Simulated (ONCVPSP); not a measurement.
# Before and after: ONCV potential for P

```json
{
 "Element": "phosphorus",
 "Generator": "ONCVPSP 4.0.1",
 "Type": "optimised norm-conserving Vanderbilt (ONCV)",
 "Functional": "LDA (Perdew-Wang 92)",
 "Relativity": "scalar-relativistic",
 "Frozen core": "[Ne]",
 "Valence charge": "5",
 "Reference configuration": "3s2 3p2 (charge +1)",
 "Partial waves": "3s: rc 1.35 bohr, ncon 4, nbas 9, qcut 5.2 1/bohr, local; 3p: rc 1.55 bohr, ncon 3, nbas 7, qcut 4.2 1/bohr, 2 projectors, debl 3.8 Ha; d scattering state at 0.4 Ha: rc 1.35 bohr, ncon 3, nbas 7, qcut 6.6 1/bohr, 2 projectors, debl 1.3 Ha",
 "Local potential": "the s channel",
 "Core correction": "none"
}
```

Change: reference 3s2 3p3; p: rc 1.35, qcut 4.8.

Cutoffs: the cutoffs (Ha) at which the residual kinetic energy of the hardest occupied pseudo-wave falls to 1 and 0.1 mHa per electron; they do not see the model core or the augmentation charge, which bear on the density cutoff. Errors are all-electron minus pseudo energies relative to the spin-unpolarised reference configuration.

Problem. What does the change do?

Solution. The potential gets softer (11 Ha and 18 Ha → 11 Ha and 15 Ha); neither file shows a bound ghost.

```csv
quantity,base,changed
"cutoff, loose",11 Ha,11 Ha
"cutoff, tight",18 Ha,15 Ha
loose cutoff by channel,"s 11 Ha, p 5.0 Ha","s 11 Ha, p 4.5 Ha"
bound ghosts,none,none
GHOST(+) flags under 300 eV,none,none
"largest error over its own tests, meV",+95,+127
s: phases at 1.37 bohr within 0.05 rad from the reference energy up to (Ha; the scan ends near 5),3.6,3.9
d: phases at 1.37 bohr within 0.05 rad from the reference energy up to (Ha; the scan ends near 5),to the end of the scan,to the end of the scan
```

Changed file: The cutoffs count occupied waves only; projector 2 of the p channel, the hardest unoccupied one, needs 114 Ha at the loose tolerance.
